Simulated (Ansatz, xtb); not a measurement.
Diatomic MgN+, multiplicity 3 (lowest of 2S+1 = 1, 3, 5 at CCSD(T)/def2-TZVPP on PBE0 minima; our sources give no spin for the ground state, which may be another). The T1 diagnostic near the minimum is 0.082, so single-reference values are doubtful.

Constants: fifth-degree fit in 1/R to seven points, most abundant isotopes. In def2 and cc sets the state is the lowest found near the PBE0 minimum, followed along R.

Codes used: Ansatz (Gaussian orbitals); xtb for the GFN methods.  The GFN methods have no spin term and hold the electronic entropy of 300 K.

| level | r_e (Å) | ω_e (cm⁻¹) | B_e (cm⁻¹) | ω_e x_e (cm⁻¹) |
|---|---|---|---|---|
| GFN2-xTB | 1.951 | 474 | 0.501 | 4.0 |
| SVWN5/def2-TZVPP | 2.017 | 534 | 0.469 | 5.1 |
| PBE/def2-TZVPP | 2.037 | 520 | 0.459 | 5.3 |

Doubts at one or more of the structures used: a spin-contaminated determinant (SVWN5/def2-TZVPP, PBE/def2-TZVPP).

Ansatz is a quantum-chemistry and plane-wave program.
